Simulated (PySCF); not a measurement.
Relaxation of quartet ReSF2

Computed with UPBE in PySCF with Re def2-SVP with ECP60, S def2-SVP, F def2-SVP; scalar-relativistic core potentials, no spin–orbit coupling; density-fitted integrals. A (50,194) grid was used.

A hand-made trigonal planar start, of C2v symmetry, held to at least that symmetry:

```xyz
4
charge 0 multiplicity 4, angstrom
Re    0.0604    0.1047    0.0000
S    -1.0045   -1.7400    0.0000
F     2.0104    0.1048    0.0000
F    -0.9146    1.7934    0.0000
```

Optimiser trace:
| step | E − E(last) (kJ/mol) | largest gradient (Eh/bohr) |
| --- | --- | --- |
| 0 | 26.76 | 0.04450 |
| 1 | 5.68 | 0.00640 |
| 2 | 1.55 | 0.00324 |
| 3 | 0.02 | 0.00169 |
| 4 | 0.00 | 0.00016 |
| 5 | 0.00 | 0.00001 |

It ends at C2v with Re–F 1.879 Å (×2), Re–S 2.129 Å; F–Re–F 136.2°, F–Re–S 111.9° (×2) (after a last refinement on a finer grid). The frequency run here used a shortcut that can spoil soft modes, so no verdict on minimum or saddle point is given. Other isomers or separated fragments may lie lower.

Final geometry:
```xyz
4
charge 0 multiplicity 4, angstrom
Re    0.0796    0.1378    0.0000
S    -0.9849   -1.7060    0.0000
F     1.9397   -0.1263    0.0000
F    -1.0794    1.6166    0.0000
```

Open d and f shells are described by one determinant, and the ground state may have another occupation or spin. At this level a doublet minimum of C2v symmetry lies 15 kJ/mol below this structure. Spin–orbit coupling, left out here, can matter for elements this heavy.
